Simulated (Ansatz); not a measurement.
The same path of Cl2H2Si + FH + H2O (10 atoms, charge 0, multiplicity 1) was run twice with different band settings. Lost on the way: Si1–H2, H6–F7, H8–O9. Made: Si1–F7, H2–H8, H6–O9.

The calculation used RKS PBE-D4/def2-SVP in Ansatz 0.2.0.

Relaxed end points:

```xyz
10
Properties=species:S:1:pos:R:3
Si -0.999 0.588 -0.993
H -0.658 -0.854 -1.140
Cl -1.419 1.268 -2.921
Cl 0.740 1.644 -0.417
H -2.152 0.996 -0.151
H 0.100 -0.747 1.447
F -0.854 -0.541 1.335
H 1.867 -1.521 0.673
O 1.631 -0.839 1.329
H 1.744 0.008 0.838
```

```xyz
10
Properties=species:S:1:pos:R:3
Si -1.283 1.167 -0.165
H 1.902 -2.005 -1.717
Cl -1.358 -0.265 -1.618
Cl 0.523 2.161 -0.161
H -2.377 2.156 -0.350
H 0.158 -0.836 1.605
F -1.494 0.483 1.305
H 1.587 -1.781 -1.049
O 0.945 -0.972 1.045
H 1.397 -0.109 1.105
```

Common settings: spring 5.0 eV/Å²; optimiser quadratic models (default); start path through a guess of the saddle point; force threshold 0.05 eV/Å; iteration limit 60; end points relaxed.

| run | movable images | climbing image |
| --- | --- | --- |
| 1 | 7 | yes |
| 2 | 2 | no |

Q: What does each run give, and how far can it be trusted?

A: Run 1: converged after 24 iterations, highest image 0.666 eV above the first end. A vibrational analysis at the climbing image gives one clearly imaginary mode, 367i cm⁻¹: a first-order saddle point.
Run 2: converged after 16 iterations, highest image 0.192 eV above the first end. No image climbed, so the highest image needn't sit at the top of the path. A band with more images between the same ends climbed to 0.67 eV, so this one has probably stepped over the top. So few images can step over the top or miss a turn of the path.
The orbitals stay closed-shell, which can raise the energy where a bond breaks towards radicals; this wasn't checked here.
